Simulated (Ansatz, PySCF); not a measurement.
Species: InO, net charge 0, doublet state. 
Coordinates optimised at B3LYP-D3(BJ)/def2-TZVP (Ansatz, a program for electronic structure):
```xyz
2

In     0.0000     0.0000    -0.2727
O      0.0000     0.0000     1.6703
```
Charge 0, spin multiplicity 2.

Total electronic energies in hartree. Valence correlation only, unless marked. Open shells are spin-unrestricted. No spin-orbit coupling. Frozen are the shells of the preceding noble gas and the d and f shells that filled before the atom's block. In def2 rows, elements after Kr have scalar-relativistic effective core potentials. 

The Hartree-Fock reference is unstable (checked in the largest basis), which strains HF and MP2. The T1 diagnostic of CCSD in the largest basis is 0.066, which is high, so the coupled-cluster rows are less sure than usual.

```csv
level,program,energy (Eh)
M06-L-D4/def2-TZVPD,PySCF + dftd4,-265.47723
PBE0-D4/def2-TZVPD,Ansatz + dftd4,-265.26135
PW6B95/def2-TZVPD,PySCF,-265.53634
LC-wPBE-D4/def2-TZVPD,Ansatz + dftd4,-265.30934
B2GP-PLYP/def2-TZVPD,Ansatz,-264.91701
B2PLYP-D3(BJ)/def2-TZVPD,Ansatz + dftd3,-265.00942
RPA@PBE/def2-TZVPP,Ansatz,-264.46910
RI-MP2/def2-TZVPPD,Ansatz,-264.31999
```

Totals of different functionals don't rank their quality; only differences between species are comparable.
